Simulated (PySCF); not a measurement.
## KSi⁺ from Hartree–Fock to correlated methods

State: ³Π (triplet), unpaired electrons σ ↑, π ↑. Set-up: basis K x2c-SVPall, Si x2c-SVPall; spin-free X2C with a Gaussian nucleus; PySCF 2.14. De refers to K⁺ + Si in their high-spin ground configurations, without counterpoise correction. The functionals are run spin-unrestricted. A positive dipole points towards Si; it is taken about the centre of mass and depends on that origin.

```
      Level  Re (Å)  ωe (cm⁻¹)  De (eV)  μ (D)
        UHF   3.856       83.4    0.251  -6.09
    UHF-MP2   3.785       90.4    0.284    n/a
UHF-SCS-MP2   3.800       89.1    0.276    n/a
   UHF-CCSD   3.785       90.5    0.281    n/a
UHF-CCSD(T)   3.781       91.1    0.284    n/a
        LDA   3.591       98.9    0.404  -5.03
        PBE   3.721       89.7    0.339  -5.38
       PW91   3.709       90.9    0.356  -5.31
     r²SCAN   3.758       86.8    0.285  -5.74
       PBE0   3.715       90.0    0.310  -5.55
      B97-3   3.729       90.9    0.276  -5.67
```

Question: Which functional lies closest to UHF-CCSD(T) in De, which farthest, and by how much do they differ from it?

Answer: Closest is r²SCAN (-2.3 pm in Re, -4.7 % in ωe, +0.00 eV in De against UHF-CCSD(T) in the same basis), farthest LDA (-19.0 pm in Re, +8.6 % in ωe, +0.12 eV in De). CCSD(T) converges more slowly with the basis than the functionals do and binds too weakly in this one, so the order can change at the basis-set limit.

Question: What does the step from GGA to meta-GGA do here, going from PBE to r²SCAN?

Answer: r²SCAN less PBE: +3.7 pm in Re, -3.2 % in ωe, -0.05 eV in De. 

Correlated steps freeze 10 core orbitals. The bond is weak. Basis-set superposition, not corrected here, can be much of De in a small basis, most of all at correlated wavefunction levels. For an ion De counts to the pair picked by the measured ionisation energies or electron affinities, which need not be the lowest pair at this level. The state was picked by a PBE0 search and need not be the measured ground state.
